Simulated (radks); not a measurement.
Results of a calculation; reference values are marked as such.
Q: Cd VIII, 41 electrons, occupied as [Ar] 3d10 4s2 4p5 4d6 (not the ground configuration). Level of theory: scalar-relativistic Kohn-Sham, BLYP, spin-polarised, spherical densities, finite nucleus; open shells are filled with parallel spins first (spin-orbit coupling, left out, can overturn this in heavy ions); Fermi nuclear charge, rms radius 4.6087 fm (a radial shooting solver on a logarithmic mesh with Libxc functionals). Some entries of the table are withheld. Estimate them.

orbital  occ.  eigenvalue (eV)  <r> (bohr)
1s up       1        -26654.88     0.03040
1s down     1        -26654.60     0.03040
2s up       1        -4064.521      0.1316
2s down     1        -4063.196      0.1316
2p up       3        -3660.520      0.1148
2p down     3        -3659.370      0.1148
3s up       1        -857.2844      0.3581
3s down     1        -856.4165      0.3580
3p up       3        -724.8199      0.3567
3p down     3        -723.8336      0.3566
3d up       5              (1)         (2)
3d down     5              (3)         (4)
4s up       1        -223.7654      0.8510
4s down     1        -218.1166      0.8508
4p up       3        -183.0068      0.9087
4p down     2        -177.3698      0.9107
4d up       5              (5)       1.040
4d down     1              (6)       1.052

A: 
(1) 3d up eigenvalue (eV): -517.6690
(2) 3d up <r> (bohr): 0.3340
(3) 3d down eigenvalue (eV): -516.3141
(4) 3d down <r> (bohr): 0.3338
(5) 4d up eigenvalue (eV): -122.0138
(6) 4d down eigenvalue (eV): -116.7315
